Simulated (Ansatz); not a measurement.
The cluster SiPt₂. Total charge 0; quintet. Geometry PBE0-D4/def2-TZVP; atoms count from 1.

| atom | x (Å) | y (Å) | z (Å) |
| --- | --- | --- | --- |
| Pt1 | 0.0467 | -1.5220 | 1.6116 |
| Pt2 | -0.0468 | 1.5251 | -1.6149 |
| Si3 | 0.0001 | -0.0031 | 0.0033 |

In the def2 sets Pt takes a core potential; there is no spin–orbit coupling. At PBE0-D4/def2-TZVP a singlet of charge 0 lies 3.61 eV below the quintet, each at its own geometry. The structure comes from a short search, and lower isomers may exist.

(1) Estimate the Mulliken populations from the PBE0/def2-TZVP orbitals of Ansatz.

(2) Where does the spin sit?

(3) And the Mayer bond orders between heavy atoms (over 0.3)?

Results:

(1) 
```
atom  charge (e)  spin (α − β)  d electrons
 Pt1        0.03          1.53         8.80
 Pt2        0.06          1.69         8.60
 Si3       -0.10          0.78            –
```
Mulliken values depend strongly on the basis.

(2) Summed by element: Pt 3.22, Si 0.78, of 4 unpaired in all. Largest on single atoms: Pt2 1.69, Pt1 1.53, Si3 0.78.

(3) Pt1–Si3 1.44 (2.21 Å); Pt2–Si3 1.37 (2.23 Å).
